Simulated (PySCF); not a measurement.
Cl2La (SMILES [Cl][La+][Cl]), charge +1, singlet, at a GFN2-xTB geometry (such geometries of metal compounds can be far from the true shape) (the multiplicity is a formal guess) (core potentials on La); SVWN5/def2-SVP in PySCF.

PySCF was given this input:
```python
from pyscf import gto, scf, dft

mol = gto.M(
    atom='''
La    0.440856   -0.032888    0.547194
Cl    0.614549    0.327651   -1.991551
Cl   -2.092713   -0.217379    0.156842
''',
    basis='def2-svp',
    ecp={'La': 'def2-svp'},
    charge=1,
    spin=0,
    verbose=4,
)

mf = dft.UKS(mol)
mf.xc = 'lda,vwn'
mf.kernel()
mf.analyze()
```

It wrote (shortened):

```
PySCF version 2.14.0

[INPUT] verbose = 4
[INPUT] num. atoms = 3
[INPUT] num. electrons = 44
[INPUT] charge = 1
[INPUT] spin (= nelec alpha-beta = 2S) = 0
[INPUT] symmetry False subgroup None
[INPUT] Mole.unit = angstrom
[INPUT] Symbol           X                Y                Z      unit          X                Y                Z       unit  Magmom
[INPUT]  1 La     0.440856000000  -0.032888000000   0.547194000000 AA    0.833097100371  -0.062149312785   1.034046797005 Bohr   0.0
[INPUT]  2 Cl     0.614549000000   0.327651000000  -1.991551000000 AA    1.161329300125   0.619170654440  -3.763485953104 Bohr   0.0
[INPUT]  3 Cl    -2.092713000000  -0.217379000000   0.156842000000 AA   -3.954654427317  -0.410786775232   0.296388424829 Bohr   0.0

nuclear repulsion = 120.71518858485
number of shells = 28
number of NR pGTOs = 129
number of NR cGTOs = 68
basis = def2-svp
ecp = {'La': 'def2-svp'}

******** <class 'pyscf.dft.uks.UKS'> ********
method = UKS
initial guess = minao
damping factor = 0
level_shift factor = 0
DIIS = <class 'pyscf.scf.diis.CDIIS'>
diis_start_cycle = 1
diis_space = 8
diis_damp = 0
SCF conv_tol = 1e-09
SCF conv_tol_grad = None
SCF max_cycles = 50
direct_scf = True
direct_scf_tol = 1e-13
number electrons alpha = 22  beta = 22
XC library pyscf.dft.libxc version 7.1.2
    S. Lehtola, C. Steigemann, M. J. T. Oliveira, and M. A. L. Marques,  SoftwareX 7, 1–5 (2018)
XC functionals = lda,vwn
    P. A. M. Dirac,  Math. Proc. Cambridge Philos. Soc. 26, 376 (1930)
    F. Bloch,  Z. Phys. 57, 545 (1929)
    S. H. Vosko, L. Wilk, and M. Nusair,  Can. J. Phys. 58, 1200 (1980)
radial grids:
    Treutler-Ahlrichs [JCP 102, 346 (1995); DOI:10.1063/1.469408] (M4) radial grids

becke partition: Becke, JCP 88, 2547 (1988); DOI:10.1063/1.454033
pruning grids: <function nwchem_prune>
grids dens level: 3
symmetrized grids: False
atomic radii adjust function: <function treutler_atomic_radii_adjust>
small_rho_cutoff = 0
Set gradient conv threshold to 3.16228e-05
tot grids = 62464
init E= -945.548344316479
cycle= 1 E= -948.409054757688  delta_E= -2.86  |g|= 0.482  |ddm|= 7.28
cycle= 2 E= -948.277724618998  delta_E= 0.131  |g|= 0.623  |ddm|=  1.8
cycle= 3 E= -948.527400714  delta_E= -0.25  |g|= 0.244  |ddm|= 1.13
cycle= 4 E= -948.563690965028  delta_E= -0.0363  |g|= 0.0504  |ddm|= 0.349
cycle= 5 E= -948.565208080908  delta_E= -0.00152  |g|= 0.0244  |ddm|= 0.114
cycle= 6 E= -948.565688694822  delta_E= -0.000481  |g|= 0.00133  |ddm|= 0.037
cycle= 7 E= -948.565689659536  delta_E= -9.65e-07  |g|= 0.000206  |ddm|= 0.00155
cycle= 8 E= -948.565689681506  delta_E= -2.2e-08  |g|= 4.97e-05  |ddm|= 0.000231
cycle= 9 E= -948.565689683436  delta_E= -1.93e-09  |g|= 7.27e-06  |ddm|= 6.53e-05
cycle= 10 E= -948.565689683467  delta_E= -3.09e-11  |g|= 3.4e-06  |ddm|= 1.3e-05
Extra cycle  E= -948.565689683425  delta_E= 4.27e-11  |g|= 8.59e-06  |ddm|= 1.66e-05
converged SCF energy = -948.565689683425  <S^2> = 2.4868996e-14  2S+1 = 1
**** SCF Summaries ****
Total Energy =                        -948.565689683424580
Nuclear Repulsion Energy =             120.715188584849770
One-electron Energy =                -1556.257342665590386
Two-electron Energy =                  486.976464397315965
Two-electron Coulomb Energy =          544.479958146181843
DFT Exchange-Correlation Energy =      -57.503493748865878
**** MO energy ****
                             alpha | beta                alpha | beta
MO #1   energy= -100.427440678468  | -100.427440674799  occ= 1 | 1
MO #2   energy= -100.427433882855  | -100.427433879186  occ= 1 | 1
MO #3   energy= -9.28940068450249  | -9.28940068037763  occ= 1 | 1
MO #4   energy= -9.28939166416403  | -9.28939166003926  occ= 1 | 1
MO #5   energy= -7.15011140312985  | -7.15011139825901  occ= 1 | 1
MO #6   energy= -7.15010712722466  | -7.1501071223539   occ= 1 | 1
MO #7   energy= -7.14872750073181  | -7.14872749519232  occ= 1 | 1
MO #8   energy= -7.14871928771302  | -7.14871928217372  occ= 1 | 1
MO #9   energy= -7.14728198624098  | -7.14728198176821  occ= 1 | 1
MO #10  energy= -7.14727518106257  | -7.14727517658988  occ= 1 | 1
MO #11  energy= -1.67289026059614  | -1.6728902670796   occ= 1 | 1
MO #12  energy= -1.05068812110109  | -1.05068812956446  occ= 1 | 1
MO #13  energy= -1.04848973418013  | -1.0484897430723   occ= 1 | 1
MO #14  energy= -1.04799438287617  | -1.04799439100846  occ= 1 | 1
MO #15  energy= -0.866760905341008 | -0.866760893026094 occ= 1 | 1
MO #16  energy= -0.866602363045111 | -0.866602350843516 occ= 1 | 1
MO #17  energy= -0.4777568531056   | -0.477756847226775 occ= 1 | 1
MO #18  energy= -0.470192983564124 | -0.470192976781304 occ= 1 | 1
MO #19  energy= -0.46594517007548  | -0.465945165046166 occ= 1 | 1
MO #20  energy= -0.456624551130353 | -0.456624541674508 occ= 1 | 1
MO #21  energy= -0.451140556273155 | -0.45114054633846  occ= 1 | 1
MO #22  energy= -0.428203158792559 | -0.428203149329709 occ= 1 | 1
MO #23  energy= -0.312211140232087 | -0.312211149763009 occ= 0 | 0
MO #24  energy= -0.297377390270705 | -0.297377400090944 occ= 0 | 0
MO #25  energy= -0.295530743522312 | -0.295530754010024 occ= 0 | 0
MO #26  energy= -0.279831375374671 | -0.279831385344071 occ= 0 | 0
MO #27  energy= -0.249507454874409 | -0.249507463311127 occ= 0 | 0
MO #28  energy= -0.240499447595675 | -0.240499455872637 occ= 0 | 0
MO #29  energy= -0.158772219188124 | -0.158772223383773 occ= 0 | 0
MO #30  energy= -0.125833019540113 | -0.125833023309828 occ= 0 | 0

WARN: Weak orthogonality for localized orbitals 7.712884890037214e-09

spin_pop of  0 La 5s       -0.00000
spin_pop of  0 La 6s       -0.00000
spin_pop of  0 La 7s       -0.00000
spin_pop of  0 La 8s        0.00000
spin_pop of  0 La 9s       -0.00000
spin_pop of  0 La 10s       -0.00000
spin_pop of  0 La 5px      -0.00000
spin_pop of  0 La 5py      -0.00000
spin_pop of  0 La 5pz      -0.00000
spin_pop of  0 La 6px       0.00000
spin_pop of  0 La 6py       0.00000
spin_pop of  0 La 6pz       0.00000
spin_pop of  0 La 7px      -0.00000
spin_pop of  0 La 7py       0.00000
spin_pop of  0 La 7pz      -0.00000
spin_pop of  0 La 5dxy     -0.00000
spin_pop of  0 La 5dyz     -0.00000
spin_pop of  0 La 5dz^2    -0.00000
spin_pop of  0 La 5dxz     -0.00000
spin_pop of  0 La 5dx2-y2   -0.00000
spin_pop of  0 La 6dxy     -0.00000
spin_pop of  0 La 6dyz     -0.00000
spin_pop of  0 La 6dz^2    -0.00000
spin_pop of  0 La 6dxz     -0.00000
spin_pop of  0 La 6dx2-y2   -0.00000
spin_pop of  0 La 4f-3     -0.00000
spin_pop of  0 La 4f-2     -0.00000
spin_pop of  0 La 4f-1     -0.00000
spin_pop of  0 La 4f+0     -0.00000
spin_pop of  0 La 4f+1     -0.00000
spin_pop of  0 La 4f+2     -0.00000
spin_pop of  0 La 4f+3     -0.00000
spin_pop of  1 Cl 1s        0.00000
spin_pop of  1 Cl 2s       -0.00000
spin_pop of  1 Cl 3s        0.00000
spin_pop of  1 Cl 4s       -0.00000
spin_pop of  1 Cl 2px      -0.00000
spin_pop of  1 Cl 2py      -0.00000
spin_pop of  1 Cl 2pz      -0.00000
spin_pop of  1 Cl 3px       0.00000
spin_pop of  1 Cl 3py       0.00000
spin_pop of  1 Cl 3pz       0.00000
spin_pop of  1 Cl 4px      -0.00000
spin_pop of  1 Cl 4py      -0.00000
spin_pop of  1 Cl 4pz       0.00000
spin_pop of  1 Cl 3dxy     -0.00000
spin_pop of  1 Cl 3dyz     -0.00000
spin_pop of  1 Cl 3dz^2    -0.00000
spin_pop of  1 Cl 3dxz     -0.00000
spin_pop of  1 Cl 3dx2-y2   -0.00000
spin_pop of  2 Cl 1s        0.00000
spin_pop of  2 Cl 2s       -0.00000
spin_pop of  2 Cl 3s        0.00000
spin_pop of  2 Cl 4s       -0.00000
spin_pop of  2 Cl 2px      -0.00000
spin_pop of  2 Cl 2py      -0.00000
spin_pop of  2 Cl 2pz      -0.00000
spin_pop of  2 Cl 3px       0.00000
spin_pop of  2 Cl 3py       0.00000
spin_pop of  2 Cl 3pz       0.00000
spin_pop of  2 Cl 4px       0.00000
spin_pop of  2 Cl 4py      -0.00000
spin_pop of  2 Cl 4pz      -0.00000
spin_pop of  2 Cl 3dxy     -0.00000
spin_pop of  2 Cl 3dyz     -0.00000
spin_pop of  2 Cl 3dz^2    -0.00000
spin_pop of  2 Cl 3dxz     -0.00000
spin_pop of  2 Cl 3dx2-y2   -0.00000

WARN: Weak orthogonality for localized orbitals 7.712884890037214e-09

In total            22.00000 | 22.00000

WARN: System has nonzero charge 1; the dipole moment is origin-dependent.
Location of origin: [0. 0. 0.]

Dipole moment(X, Y, Z, Debye):  5.24903, -0.39155,  6.51492
```
